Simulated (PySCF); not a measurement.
## Relaxation of doublet TiOCl

These are results of PySCF, UPBE0, basis Ti def2-TZVP, O def2-TZVP, Cl def2-TZVP (no relativity, density fitting), not measurements. A (50,194) grid was used.

A hand-made bent start, of Cs symmetry, held to at least that symmetry:

```xyz
3
charge 0 multiplicity 2, angstrom
Ti   -0.4501    0.0000   -0.6379
O    -1.8754    0.0000    0.3601
Cl    1.4749    0.0000    0.7100
```

Question: What forces act on the atoms at the start (eV/Å)?

Answer: 
```csv
atom,Fx,Fy,Fz
Ti1,-3.19,0.00,4.32
O2,3.96,0.00,-3.35
Cl3,-0.77,0.00,-0.96
```

Question: What does it relax to?

Answer: It ends at Cs with Ti–Cl 2.287 Å, Ti–O 1.607 Å; Cl–Ti–O 130.8° (after a last refinement on a finer grid). A frequency run shows a minimum. Other isomers or separated fragments may lie lower.

Question: How much energy is released, and in how many steps?

Answer: 55.1 kJ/mol in 7 steps.

With open d or f shells other occupations or spin states may lie lower.

The relaxation took 13 s on 4 threads of a shared Arm Neoverse V2 host, with 113 basis functions and 8 gradients; the process peaked at 0.6 GiB.
